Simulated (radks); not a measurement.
All-electron atom: Co3+ in [Ar] 3d6. All-electron calculation, non-relativistic Kohn-Sham, Tao-Mo meta-GGA, spin-unpolarised, spherical densities, point nucleus; meta-GGA in the generalised Kohn-Sham scheme. Program: a radial shooting solver on a logarithmic mesh with Libxc functionals.

Local quantities along the radius. ELF = 1/(1 + alpha^2) is the electron localisation function; alpha = (tau - tau_W)/tau_unif compares the Pauli kinetic energy density with that of the uniform gas; -r V(r) is the screened charge that the Kohn-Sham potential presents (atomic units).

| r (bohr) | ELF | alpha | -r V(r) |
|---|---|---|---|
| 0.002097 | 1.000 | 0.01489 | 26.84 |
| 0.002666 | 1.000 | 0.01551 | 26.78 |
| 0.003389 | 1.000 | 0.01635 | 26.71 |
| 0.004309 | 1.000 | 0.01748 | 26.63 |
| 0.005477 | 1.000 | 0.01903 | 26.52 |
| 0.006908 | 1.000 | 0.02112 | 26.38 |
| 0.008781 | 0.999 | 0.02423 | 26.20 |
| 0.01116 | 0.999 | 0.02885 | 25.97 |
| 0.01419 | 0.999 | 0.03606 | 25.69 |
| 0.01804 | 0.998 | 0.04788 | 25.33 |
| 0.02293 | 0.995 | 0.06865 | 24.89 |
| 0.02916 | 0.988 | 0.1081 | 24.34 |
| 0.03706 | 0.965 | 0.1898 | 23.68 |
| 0.04712 | 0.879 | 0.3716 | 22.85 |
| 0.0599 | 0.629 | 0.7675 | 21.83 |
| 0.07614 | 0.343 | 1.383 | 20.70 |
| 0.09603 | 0.285 | 1.583 | 19.57 |
| 0.1221 | 0.464 | 1.074 | 18.27 |
| 0.1552 | 0.717 | 0.6276 | 16.86 |
| 0.1973 | 0.819 | 0.4695 | 15.32 |
| 0.2508 | 0.753 | 0.5729 | 13.56 |
| 0.3188 | 0.382 | 1.273 | 11.71 |
| 0.4053 | 0.174 | 2.177 | 10.08 |
| 0.5152 | 0.432 | 1.147 | 8.541 |
| 0.655 | 0.737 | 0.5972 | 7.105 |
| 0.8327 | 0.777 | 0.5351 | 5.792 |
| 1.05 | 0.669 | 0.7031 | 4.763 |
| 1.335 | 0.395 | 1.237 | 4.077 |
| 1.697 | 0.128 | 2.616 | 3.688 |
| 2.157 | 0.027 | 6.028 | 3.474 |
| 2.743 | 0.004 | 15.65 | 3.319 |
| 3.486 | 0.000 | 53.97 | 3.183 |

On this mesh the ELF has minima near r = 0.096, 0.41 bohr, which separate the shells, and maxima near 0.20 (0.82), 0.74 (0.78).

Self-consistent cycle (total energy in hartree, residual of the potential): 1: -1375.616781, 7e+00; 2: -1378.806773, 3e+00; 3: -1379.995705, 5e-01; 4: -1379.984623, 6e-01; 5: -1380.035521, 3e-02; 6: -1380.035634, 1e-03; 7: -1380.035634, 1e-03; 8: -1380.035635, 4e-04; 9: -1380.035635, 6e-06; 10: -1380.035635, 1e-06.
